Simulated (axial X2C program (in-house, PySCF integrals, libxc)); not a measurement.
Bond lengths and stretching modes, held linear, of OAsO

Computed with an in-house all-electron X2C program for linear molecules (integrals from PySCF): two-component X2C with atomic mean-field Coulomb and Gaunt terms, Gaussian nuclei, basis O dyall-av3z, As dyall-v3z with contracted cores. Spin-free rows use the one-electron spin-free X2C Hamiltonian.

Masses O 15.995, As 74.922, O 15.995 u. States: 2c Ω = 1/2 (beyond evenly filled blocks: ω = 1/2); spin-free M_S = 1/2, Λ = 0 (beyond evenly filled blocks: σα).

PBE0, spin-free: energies above the lowest point

| r(O–As) (Å) | r(As–O) (Å) | E (meV) |
| --- | --- | --- |
| 1.6048 | 1.6048 | 67.00 |
| 1.6048 | 1.6460 | 29.52 |
| 1.6048 | 1.6871 | 50.35 |
| 1.6460 | 1.6048 | 29.52 |
| 1.6460 | 1.6460 | 0.00 |
| 1.6460 | 1.6871 | 29.39 |
| 1.6460 | 1.7283 | 101.66 |
| 1.6871 | 1.6048 | 50.35 |
| 1.6871 | 1.6460 | 29.39 |
| 1.6871 | 1.6871 | 68.07 |
| 1.7283 | 1.6460 | 101.66 |
| 1.7283 | 1.7283 | 243.03 |

**Question.** Fit a quadratic surface with cubic terms in each bond: where is the minimum, and what are the two stretching wavenumbers?

**Answer.** At PBE0, spin-free: bonds 1.644 and 1.644 Å; harmonic stretches 834.9 and 853.3 cm⁻¹; force constants 5.69, 5.69 and coupling 0.88 mdyn/Å.

The other levels and Hamiltonians give:

```
Hamiltonian  level  r(O–As) (Å)  r(As–O) (Å)  lower stretch (cm⁻¹)  upper stretch (cm⁻¹)
         2c   PBE0        1.644        1.644                 834.4                 853.5
```

Each state is one determinant, the lowest of a limited PBE0 search; the stretches come from a fit to these few points and carry an uncertainty of a few per cent. Other orders of the atoms were not compared. Left out for rough or failed fits: HF 2c, BHandHLYP 2c, MP2 2c, HF spin-free, BHandHLYP spin-free, MP2 spin-free. The molecule was held linear; bending was not examined, so a bent shape may lie lower.
